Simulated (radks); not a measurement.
Task: The tellurium anion Te-, 53 electrons, occupied as [Kr] 4d10 5s2 5p5. Calculated with a radial shooting solver on a logarithmic mesh with Libxc functionals: scalar-relativistic Kohn-Sham, PBE, spin-unpolarised, spherical densities, point nucleus; hard spherical wall at 7 bohr. Some entries of the table are withheld. Estimate them.

orbital  occ.  eigenvalue (eV)  <r^2> (bohr^2)
1s          2              (1)             (2)
2s          2        -4841.622         0.01694
2p          6        -4345.269         0.01340
3s          2        -956.5314          0.1186
3p          6        -795.2049          0.1190
3d         10              (3)          0.1043
4s          2        -155.7031             (4)
4p          6        -105.7260             (5)
4d         10         -32.9837           1.114
5s          2          -6.9861           5.241
5p          5           1.6215           8.896
6s          0           8.3667           20.37
5d          0              (6)           17.73
4f          0          14.6129           21.16

Result: 
(1) 1s eigenvalue (eV): -31620.56
(2) 1s <r^2> (bohr^2): 0.001048
(3) 3d eigenvalue (eV): -551.3459
(4) 4s <r^2> (bohr^2): 0.6608
(5) 4p <r^2> (bohr^2): 0.7690
(6) 5d eigenvalue (eV): 9.5555
